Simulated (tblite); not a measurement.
Species: C₆H₁₃PSi.
SMILES with atom numbers: `[CH2:1]=[CH:2][P:3]1[CH2:4][CH2:5][SiH2:6][CH2:7][CH2:8]1` (hydrogens: H9, H10 on C1; H11 on C2; H12, H13 on C4; H14, H15 on C5; H16, H17 on Si6; H18, H19 on C7; H20, H21 on C8)

Computed with GFN2-xTB (tblite), gas phase: L-BFGS steps from a force-field or distance-geometry start until the largest atomic force falls under 0.01 eV/Å.

Step 0: E = -644.0990 eV
```
atom  x, y, z in Å  |  force x, y, z in eV/Å
C1      3.4621    0.1631   -0.6288   -0.888  -0.433   0.041
C2      2.3929   -0.6226   -0.4263    0.705   0.497   0.239
P3      0.7303   -0.0738   -0.9561   -0.148   0.020  -0.360
C4      0.3423    1.1842    0.3658   -0.166  -0.333   0.711
C5     -1.1192    1.6377    0.3463   -0.031   0.297  -0.494
Si6    -2.3750    0.2631    0.6673   -0.087  -0.069   0.562
C7     -1.8142   -1.1846   -0.4094   -0.028  -0.294   0.140
C8     -0.3070   -1.4795   -0.3204   -0.299  -0.044   0.188
H9      3.3725    1.1332   -1.1060    0.035  -0.236   0.119
H10     4.4433   -0.1512   -0.3228    0.133   0.058  -0.025
H11     2.5454   -1.5980    0.0512   -0.290   0.302  -0.241
H12     0.5842    0.7524    1.3587   -0.077   0.088  -0.325
H13     0.9884    2.0470    0.2322    0.222   0.108  -0.164
H14    -1.2601    2.4233    1.0873    0.095   0.127   0.031
H15    -1.3495    2.0948   -0.6346    0.195  -0.132   0.324
H16    -2.3050   -0.1295    2.1125   -0.041   0.099  -0.406
H17    -3.7494    0.6961    0.3343    0.248  -0.077   0.036
H18    -2.1020   -0.9830   -1.4435    0.148  -0.109  -0.022
H19    -2.3745   -2.0746   -0.0895    0.179   0.048  -0.202
H20    -0.0206   -1.7212    0.7127   -0.061   0.097  -0.064
H21    -0.0937   -2.3600   -0.9314    0.156  -0.014  -0.087
```

Step 1: E = -644.1306 eV
```
atom  x, y, z in Å  |  force x, y, z in eV/Å
C1      3.4494    0.1569   -0.6282    0.582   0.315  -0.063
C2      2.4030   -0.6155   -0.4229   -0.584  -0.247   0.310
P3      0.7281   -0.0735   -0.9612   -0.117   0.035  -0.140
C4      0.3399    1.1795    0.3760   -0.057   0.043   0.076
C5     -1.1197    1.6420    0.3392   -0.021   0.058   0.043
Si6    -2.3762    0.2621    0.6753    0.034  -0.019   0.253
C7     -1.8146   -1.1888   -0.4074   -0.046  -0.032   0.078
C8     -0.3113   -1.4801   -0.3177   -0.128  -0.082   0.019
H9      3.3730    1.1298   -1.1043   -0.013  -0.240   0.112
H10     4.4452   -0.1504   -0.3231   -0.145   0.120  -0.099
H11     2.5412   -1.5936    0.0478   -0.247   0.240  -0.181
H12     0.5831    0.7536    1.3541   -0.029  -0.056   0.018
H13     0.9916    2.0485    0.2299    0.068  -0.113  -0.089
H14    -1.2588    2.4251    1.0877    0.085   0.087  -0.044
H15    -1.3467    2.0930   -0.6300    0.146   0.005   0.008
H16    -2.3055   -0.1281    2.1067   -0.028   0.056  -0.218
H17    -3.7459    0.6950    0.3348    0.197  -0.067   0.035
H18    -2.0999   -0.9846   -1.4438    0.148  -0.104   0.040
H19    -2.3720   -2.0739   -0.0924    0.074  -0.111  -0.138
H20    -0.0215   -1.7198    0.7118   -0.040   0.078   0.005
H21    -0.0915   -2.3602   -0.9327    0.119   0.035  -0.027
```

Problem. Estimate the geometry and energy of step 2. (The exact step hangs on the optimiser's Hessian estimate; all steps are aligned on step 1, rigid shifts and turns removed.)

Solution. E = -644.1432 eV, largest force 0.344 eV/Å
```
atom  x, y, z in Å  |  force x, y, z in eV/Å
C1      3.4533    0.1592   -0.6289   -0.001  -0.145   0.082
C2      2.3982   -0.6166   -0.4176   -0.174   0.292   0.052
P3      0.7259   -0.0730   -0.9648   -0.107   0.021   0.003
C4      0.3384    1.1786    0.3802   -0.024   0.134  -0.169
C5     -1.1201    1.6441    0.3376   -0.004  -0.040   0.220
Si6    -2.3761    0.2615    0.6813    0.094   0.010   0.028
C7     -1.8153   -1.1905   -0.4057   -0.041   0.057   0.051
C8     -0.3144   -1.4814   -0.3166   -0.033  -0.046  -0.049
H9      3.3730    1.1255   -1.1023   -0.022  -0.054   0.022
H10     4.4439   -0.1485   -0.3246   -0.019   0.072  -0.055
H11     2.5366   -1.5890    0.0442   -0.214   0.023  -0.060
H12     0.5823    0.7533    1.3529   -0.009  -0.102   0.130
H13     0.9935    2.0475    0.2279    0.021  -0.167  -0.055
H14    -1.2572    2.4268    1.0872    0.072   0.090  -0.052
H15    -1.3439    2.0924   -0.6284    0.114   0.051  -0.104
H16    -2.3061   -0.1269    2.1020   -0.017   0.015  -0.055
H17    -3.7421    0.6937    0.3354    0.153  -0.055   0.031
H18    -2.0972   -0.9865   -1.4434    0.130  -0.084   0.053
H19    -2.3702   -2.0752   -0.0952    0.016  -0.175  -0.099
H20    -0.0223   -1.7183    0.7116   -0.029   0.066   0.031
H21    -0.0892   -2.3598   -0.9334    0.093   0.038  -0.005
```

The energy changes by -0.0127 eV. The first-order estimate −F·Δx gives -0.0208 eV and the mean of the old and new forces, exact on a quadratic surface, -0.0127 eV. The step makes an angle of 30° with the force vector and moves no atom by more than 0.007 Å.

What follows is the cost of the whole relaxation. On one thread, Arm Neoverse V2 (aarch64), no GPU, shared host with 96 logical CPUs at a one-minute load of 72, this took 0.25 s wall.
